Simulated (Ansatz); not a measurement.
Isolated molecules relaxed with PBE0-D4/def2-TZVP in Ansatz; ΔE leaves out vibrations. CBS: MP2 limit from def2 TZ/QZ plus the TZ coupled-cluster correction, frozen cores. This one scheme is used for every species. Functionals use def2-TZVPP. For Ge outer-core shells are correlated without core-valence functions, which leaves a few kJ/mol of doubt a bond. Scalar relativity is left out up to krypton. Each species was taken in one conformer, which may not be the lowest.

`[NH2][GeH2][O][SiH](N)F` + `N=CO` → `N[SiH](F)/N=C/O` + `[NH2][GeH2][OH]`  (ligand exchange at the Si–O bond)

(1) Is it downhill or uphill in electronic energy at CCSD(T)/CBS, and by how much? (Estimate.)

(2) What do these levels give: r2SCAN-D4, CCSD(T)/def2-TZVPP, HF/def2-QZVPP, HF/CBS(def2), MP2/CBS(def2), CCSD/CBS(def2)? (Best estimate.)

Largest T1 diagnostic among the species: 0.014.

Answers

(1) Ansatz gave: Uphill: ΔE = +77.9 kJ/mol.

(2) The calculation gave: r2SCAN-D4 76.4, CCSD(T)/def2-TZVPP 81.3, HF/def2-QZVPP 79.6, HF/CBS(def2) 79.6, MP2/CBS(def2) 74.7, CCSD/CBS(def2) 78.2 kJ/mol.

The D4 term adds +6.1 kJ/mol with B3LYP and +3.6 kJ/mol with PBE0; it sums over pairs of atoms, weighted by their polarisabilities, and B3LYP, whose exchange is more repulsive, gets the larger term.

B3LYP here is the variant with VWN-RPA as its local correlation; programs differ in this.
